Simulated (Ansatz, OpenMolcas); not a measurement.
## How methods differ on CH6FNSn (SMILES [CH3][SnH]([NH2])[F])

CH6FNSn: 10 atoms, total charge 0, spin state singlet. SMILES: `[CH3][SnH]([NH2])[F]`. Geometry: relaxed at PBE0-D4/def2-TZVP. This is one conformer, not always the lowest.

Quantity: the vertical ionisation energy (to the doublet cation), in eV. The values are calculated.

| level | kind | program | value (eV) |
| --- | --- | --- | --- |
| HF/def2-SVP (core potential) | Hartree–Fock | Ansatz | 8.34 |
| SVWN5/def2-SVP (core potential) | LDA | Ansatz | 9.51 |
| PBE/def2-SVP (core potential) | GGA | Ansatz | 9.28 |
| revPBE/def2-SVP (core potential) | GGA | OpenMolcas | 9.22 |
| M06-L/def2-SVP (core potential) | meta-GGA | OpenMolcas | 9.39 |
| B3LYP/def2-SVP (core potential) | global hybrid | OpenMolcas | 9.51 |
| BHLYP/def2-SVP (core potential) | global hybrid | Ansatz | 9.41 |
| wB97X/def2-SVP (core potential) | range-separated hybrid | Ansatz | 9.65 |
| PBE-QIDH/def2-SVP (core potential) | double hybrid | Ansatz | 9.59 |
| CCSD/def2-SVP (core potential) | coupled cluster or CI | Ansatz | 9.35 |

Spin-orbit coupling is left out. The values span 8.34 to 9.65 eV. In the correlated wave-function rows the outer d shell of Sn is correlated, in sets not made for it.
